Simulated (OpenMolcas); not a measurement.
F5+: from CASSCF to CASPT2

```json
{
  "Program": "OpenMolcas 26.06",
  "Basis": "ANO-RCC-VQZP [5s4p3d2f1g]",
  "Scalar Hamiltonian": "DKH2, point nucleus",
  "Active space": "2 electrons in 8 orbitals (2s 2p 3s 3p)",
  "State averaging": "2S+1 = 3 even, 3 roots; 2S+1 = 1 even, 6 roots; 2S+1 = 3 odd, 3 roots; 2S+1 = 1 odd, 3 roots",
  "Spin-orbit coupling": "state interaction with AMFI integrals over the reference wave functions, term energies averaged over their components"
}
```

Methods on the same reference wave functions:
A. CASSCF
B. SS-CASPT2, IPEA 0.25 Eh, imaginary shift 0.1 Eh (closed shells correlated: 1s)

Energies in cm⁻¹ above 2s² ¹S₀, the measured ground level; measured values from Moore, Atomic Energy Levels, vol. I, NSRDS-NBS 35 (1971 reprint of NBS Circular 467, 1949).

```csv
Level,A,B,Measured
2s² ¹S₀,0.0,0.0,0.0
2s 2p ³P°₀,97641,96632,
2s 2p ³P°₁,97920,96912,96861
2s 2p ³P°₂,98484,97476,97437
2s 2p ¹P°₁,198434,188500,
2p² ³P₀,253847,251771,
2p² ³P₁,254125,252048,251635
2p² ³P₂,254674,252596,252145
```

Deviations, from unrounded energies. A percentage is the sum of absolute deviations over the sum of measured energies, with the sign that they share, or ± where signs differ.

| Against measurement | Levels | A | B |
| --- | --- | --- | --- |
| mean absolute deviation (cm-1) | 4 | 1800 | 240 |
| other configurations (%) | 4 | +1.0 | +0.1 |

B lies closest to measurement on these levels. The largest miss of B in the table is 2p² ³P₂, by +450 cm-1. The ranking rests on the paired levels alone, and a cruder setting can come out closer through cancelling errors.

The lowest spin-free term lies below A's lowest term by 0.011 hartree in B.

Active for correlation alone: 3p 3s; no level in the range computed is led by a configuration that fills them, so any true level of that kind is missing. Measured partners are found by configuration, term and J. A level has none where our copy of the source lacks it or the pairing is in doubt (some pairs that miss far off the trend of their configuration count as doubtful), and it then counts in no deviation. Only configurations of the active space appear. Levels that lie high or do not pair safely by name in every column are left out.

° marks odd parity.
